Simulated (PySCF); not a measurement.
Computed IR spectrum (relative IR intensity) of a molecule CH3Cl2NSi2. The structure is a stationary point at PBE-D3(BJ)/def2-SVP. One conformer was computed; it need not be the lowest. The numbers are results of PBE-D3(BJ)/def2-SVP run with PySCF, not measurements. Frequencies are harmonic and unscaled.

```tsv
ν (cm⁻¹)	relative intensity
154	2.8
259	11
440	7.6
444	4.5
523	83
602	94
626	46
724	17
732	100
864	29
894	51
1238	9.9
1529	26
2137	66
2159	54
2954	31
```

Problem. Pick the molecule that these values belong to.
(A) Cl[Si]1(Cl)N=C[SiH2]1
(B) Cl[Si@H]1C=N[Si@@H]1Cl
(C) Cl[Si]1(Cl)C=N[SiH2]1

Solution. A, Cl[Si]1(Cl)N=C[SiH2]1
